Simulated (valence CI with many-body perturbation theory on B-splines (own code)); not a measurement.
# Er XLV: E2, M1 decay

Method: valence CI with perturbative core correlation (CI+MBPT): six valence electrons over a frozen Dirac-Fock core [Ar], radial functions for each j: 7 s, 7 p, 8 d, 6 f, 4 g, 1 h, with the one-electron correlation potential Σ1, the two-electron term Σ2, the three-electron term Σ3, Breit, model QED; selected CI, second order for the rest, scaled by the run's own slope (own B-spline code, finite nucleus).

No measured spectrum was set against this ion. As an estimate, large intervals hold to a few tenths of a per cent, small ones and those within an open d or f shell to about a per cent. Core correlation moves these levels by up to 12000 cm⁻¹, and in measured spectra 5 to 20 % of such shifts remained as error; rates that hang on mixing are uncertain with them. Among the levels kept, up to 1000 cm⁻¹ of a level comes from second order outside the variational space, and about a tenth of that is noise between levels of different J, which matters for small intervals. Only levels of the ground parity were solved; by the run's estimate the other parity begins above the list, which can be wrong where configurations are misplaced.

Lines 1 to 50 of 114 in falling wavelength, among levels below 202.10 eV, chosen from the decays that carry over 1 % of a level's rate. Wavelengths and rates use the calculated energies. Electric multipoles are in the length gauge with retardation, E1 and E2 with the static RPA response of the core. M1 uses the relativistic operator with retardation. Weak lines are less certain than strong ones. Lines between different terms over intervals too small for the method are left out, as are lines whose strength nearly cancels. The highest levels of a list are the least certain.

Levels are named by their leading jj configuration (3d3/2^4 stands for four electrons in 3d with j = 3/2), which in mixed levels can hold well under half, so a name can repeat and another be missing. Letters in brackets count levels of one name in rising energy.

```tsv
λ vac (nm)	Upper	Lower	Type	A (s⁻¹)	Branch %
185.6	(3d3/2^4 3d5/2^2) J=2	(3d3/2^4 3d5/2^2) J=4	E2	1.34e-02	100.0
105.7	(3d3/2^3 3d5/2^3) J=4 [b]	(3d3/2^3 3d5/2^3) J=3 [b]	M1	2.33e+03	6.6
105.2	(3d3/2^3 3d5/2^3) J=2 [b]	(3d3/2^3 3d5/2^3) J=3 [b]	M1	5.49e+03	3.1
95.45	(3d3/2^3 3d5/2^3) J=2 [b]	(3d3/2^3 3d5/2^3) J=2 [a]	M1	1.94e+03	1.1
88.65	(3d3/2^3 3d5/2^3) J=3 [b]	(3d3/2^3 3d5/2^3) J=4 [a]	M1	5.04e+03	1.2
84.43	(3d3/2^4 3d5/2^2) J=0	(3d3/2^4 3d5/2^2) J=2	E2	2.32e+00	100.0
78.19	(3d3/2^3 3d5/2^3) J=3 [c]	(3d3/2^3 3d5/2^3) J=2 [a]	M1	5.33e+03	1.8
77.40	(3d3/2^3 3d5/2^3) J=3 [b]	(3d3/2^3 3d5/2^3) J=3 [a]	M1	1.10e+04	2.5
66.36	(3d3/2^3 3d5/2^3) J=4 [b]	(3d3/2^3 3d5/2^3) J=5	M1	5.52e+03	15.8
60.94	(3d3/2^2 3d5/2^4) J=2 [d]	(3d3/2^2 3d5/2^4) J=2 [c]	M1	1.21e+04	1.2
59.69	(3d3/2^3 3d5/2^3) J=0	(3d3/2^3 3d5/2^3) J=1 [a]	M1	4.99e+04	97.8
54.34	(3d3/2^3 3d5/2^3) J=1 [a]	(3d3/2^4 3d5/2^2) J=0	M1	7.93e+04	8.3
52.57	(3d3/2^3 3d5/2^3) J=2 [b]	(3d3/2^3 3d5/2^3) J=1 [a]	M1	5.95e+03	3.4
51.31	(3d3/2^3 3d5/2^3) J=1 [b]	(3d3/2^3 3d5/2^3) J=1 [a]	M1	2.51e+04	5.6
49.30	(3d3/2^2 3d5/2^4) J=4 [c]	(3d3/2^2 3d5/2^4) J=5	M1	1.28e+04	1.2
48.21	(3d3/2^3 3d5/2^3) J=4 [b]	(3d3/2^3 3d5/2^3) J=4 [a]	M1	1.47e+04	41.9
46.40	(3d3/2^2 3d5/2^4) J=3 [a]	(3d3/2^3 3d5/2^3) J=2 [b]	M1	3.27e+04	2.0
45.59	(3d3/2^2 3d5/2^4) J=5	(3d3/2^3 3d5/2^3) J=4 [b]	M1	8.02e+04	8.4
44.59	(3d3/2^3 3d5/2^3) J=2 [b]	(3d3/2^3 3d5/2^3) J=3 [a]	M1	5.47e+04	30.9
43.07	(3d3/2^2 3d5/2^4) J=4 [c]	(3d3/2^2 3d5/2^4) J=4 [a]	M1	1.69e+04	1.6
41.88	(3d3/2^2 3d5/2^4) J=2 [a]	(3d3/2^3 3d5/2^3) J=3 [b]	M1	2.40e+04	1.2
37.78	(3d3/2^2 3d5/2^4) J=3 [b]	(3d3/2^3 3d5/2^3) J=2 [b]	M1	3.38e+04	3.1
37.72	(3d3/2^2 3d5/2^4) J=3 [b]	(3d3/2^3 3d5/2^3) J=4 [b]	M1	1.75e+05	16.3
37.26	(3d3/2^3 3d5/2^3) J=3 [a]	(3d3/2^4 3d5/2^2) J=2	M1	1.97e+05	21.8
35.75	(3d3/2^2 3d5/2^4) J=4 [b]	(3d3/2^3 3d5/2^3) J=3 [c]	M1	3.68e+04	4.3
35.20	(3d3/2 3d5/2^5) J=3	(3d3/2^2 3d5/2^4) J=4 [c]	M1	1.97e+05	8.7
35.13	(3d3/2^2 3d5/2^4) J=4 [a]	(3d3/2^3 3d5/2^3) J=3 [b]	M1	4.74e+04	2.7
35.11	(3d3/2^2 3d5/2^4) J=1	(3d3/2^3 3d5/2^3) J=1 [b]	M1	2.04e+05	15.6
34.54	(3d3/2^2 3d5/2^4) J=1	(3d3/2^3 3d5/2^3) J=2 [b]	M1	1.63e+05	12.4
33.29	(3d3/2 3d5/2^5) J=2	(3d3/2^2 3d5/2^4) J=2 [c]	M1	9.39e+04	3.8
33.06	(3d3/2^3 3d5/2^3) J=1 [a]	(3d3/2^4 3d5/2^2) J=2	M1	8.79e+05	91.7
32.74	(3d3/2^2 3d5/2^4) J=2 [b]	(3d3/2^3 3d5/2^3) J=1 [b]	M1	2.04e+04	2.0
32.24	(3d3/2^2 3d5/2^4) J=2 [b]	(3d3/2^3 3d5/2^3) J=2 [b]	M1	5.09e+04	4.9
32.20	(3d3/2^2 3d5/2^4) J=3 [a]	(3d3/2^3 3d5/2^3) J=3 [b]	M1	6.03e+04	3.8
32.03	(3d3/2^2 3d5/2^4) J=1	(3d3/2^3 3d5/2^3) J=0	M1	2.56e+05	19.5
31.78	(3d3/2 3d5/2^5) J=3	(3d3/2^2 3d5/2^4) J=2 [c]	M1	3.33e+05	14.7
31.22	(3d3/2^2 3d5/2^4) J=3 [a]	(3d3/2^3 3d5/2^3) J=2 [a]	M1	2.13e+05	13.3
31.03	(3d3/2^3 3d5/2^3) J=3 [a]	(3d3/2^4 3d5/2^2) J=4	M1	7.04e+05	78.2
29.95	(3d3/2^2 3d5/2^4) J=2 [a]	(3d3/2^3 3d5/2^3) J=1 [a]	M1	4.50e+05	21.7
29.53	(3d3/2^3 3d5/2^3) J=4 [a]	(3d3/2^4 3d5/2^2) J=4	M1	8.48e+05	100.0
29.43	(3d3/2^2 3d5/2^4) J=2 [d]	(3d3/2^2 3d5/2^4) J=3 [a]	M1	1.55e+04	1.5
29.35	(3d3/2^2 3d5/2^4) J=4 [a]	(3d3/2^3 3d5/2^3) J=5	M1	2.71e+05	15.5
27.97	(3d3/2^2 3d5/2^4) J=0 [a]	(3d3/2^3 3d5/2^3) J=1 [a]	M1	2.31e+06	99.0
27.80	(3d3/2^2 3d5/2^4) J=3 [b]	(3d3/2^3 3d5/2^3) J=3 [b]	M1	4.53e+05	42.2
27.18	(3d3/2^2 3d5/2^4) J=2 [a]	(3d3/2^3 3d5/2^3) J=3 [a]	M1	1.59e+06	76.4
27.17	(3d3/2^2 3d5/2^4) J=2 [c]	(3d3/2^3 3d5/2^3) J=3 [c]	M1	4.66e+05	29.6
27.07	(3d3/2^2 3d5/2^4) J=3 [b]	(3d3/2^3 3d5/2^3) J=2 [a]	M1	2.73e+05	25.4
27.03	(3d3/2^2 3d5/2^4) J=5	(3d3/2^3 3d5/2^3) J=6	M1	5.50e+05	57.5
27.02	(3d3/2^2 3d5/2^4) J=5	(3d3/2^3 3d5/2^3) J=5	M1	2.72e+05	28.4
26.39	(3d3/2^3 3d5/2^3) J=1 [b]	(3d3/2^4 3d5/2^2) J=0	M1	3.65e+05	80.7
```
